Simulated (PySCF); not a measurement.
Compound: pentafluorochloroethane, C2ClF5.
Numbering: `[F:1][C:2]([F:3])([F:4])[C:5]([F:6])([F:7])[Cl:8]`

Cartesian coordinates in Å at the PBE0-D3(BJ)/def2-TZVP level; atoms count from 1:
```xyz
8
C2ClF5 angstrom
F     -1.7469   -0.1115   -0.3027
C     -0.6518    0.0247    0.4345
F     -0.7002    1.1901    1.0614
F     -0.6127   -0.9515    1.3283
C      0.5914   -0.0396   -0.4917
F      0.5016    0.9392   -1.3884
F      0.5815   -1.2046   -1.1347
Cl     2.0727    0.1244    0.4320
```

Level: wB97X-D/pcSseg-2 in PySCF, non-relativistic, on one gas-phase PBE0-D3(BJ)/def2-TZVP geometry that isn't relaxed in the solvent. The solvent is an IEF-PCM continuum (Bondi radii, 1.10 Å for H, scaled by 1.2). Only the electrostatic response of the medium enters.

Gas phase at wB97X-D/pcSseg-2: HOMO -12.10 eV, LUMO 1.70 eV, dipole 0.44 D.

**Question.** What does the continuum do to the energy, the frontier levels and the dipole at wB97X-D/pcSseg-2 in chloroform?

**Answer.** 
| solvent | ε | E(solvent) − E(gas) (kcal/mol) | polarisation term (kcal/mol) | distortion of the solute (kcal/mol) | HOMO (eV) | LUMO (eV) | dipole (D) |
| --- | --- | --- | --- | --- | --- | --- | --- |
| chloroform | 4.711 | -0.54 | -0.56 | 0.02 | -11.98 | 1.84 | 0.50 |

The first energy column is the sum of the next two and covers electrostatics alone.

The pairwise dispersion term of wB97X-D wasn't added to the energies; at a given geometry it leaves orbitals and properties as they are.
